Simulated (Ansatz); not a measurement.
Ansatz (a program for electronic structure) input (wB97X-V/def2-TZVPD):

Ansatz 0.2 input:
```yaml
crystal:
  periodic: [false, false, false]
  atoms:
    - {symbol: Ga, position_ang: [0.00000000, 0.00000000, 0.00000000]}
    - {symbol: Cl, position_ang: [-0.00000000, -0.00000000, -2.03809334]}
    - {symbol: Cl, position_ang: [0.00000000, 0.00000000, 2.03809334]}
basis:
  gaussian:
    orbitals: def2-TZVPD
hamiltonian:
  xc: {name: wB97X-V}
total_charge: 2
magnetization: {spin_polarized: true, initial_magnetization: 1}
```

Output:

```
Functional definition: wB97X-V
integrals: 0.11 GiB planned
988 factors; their error is unknown
integrals: 0.14 GiB planned
205 factors; integrals over basis functions are off by at most 1.7e-4 eV
mean field: 1.31 GiB planned
mean field evaluation 1: about -77387.4427 eV, gradient 2.9e1 eV
mean field evaluation 2: about -77388.6988 eV, gradient 2.9e1 eV
mean field evaluation 4: about -77390.8718 eV, gradient 7.3e-1 eV
mean field evaluation 8: about -77390.8811 eV, gradient 3.8e-2 eV
mean field evaluation 16: about -77391.0224 eV, gradient 7.1e-5 eV
mean field evaluation 32: about -77390.6397 eV, gradient 3.4e0 eV
mean field -77391.02242635 eV, -2844.0676166493 hartree, gradient 8.0e-6 eV, S^2 0.772705; 3 other end points of the search recorded, 0 dependent functions left out
reference -77391.02242499 eV, -2844.0676165993 hartree; 32, 31 occupied and 114, 115 virtual orbitals, 988 factors
Total energy: -77391.02242499 eV, -2844.0676165993 hartree
```

This state (charge 2, doublet) is run at the relaxed geometry of the species with charge 1 and multiplicity 1.
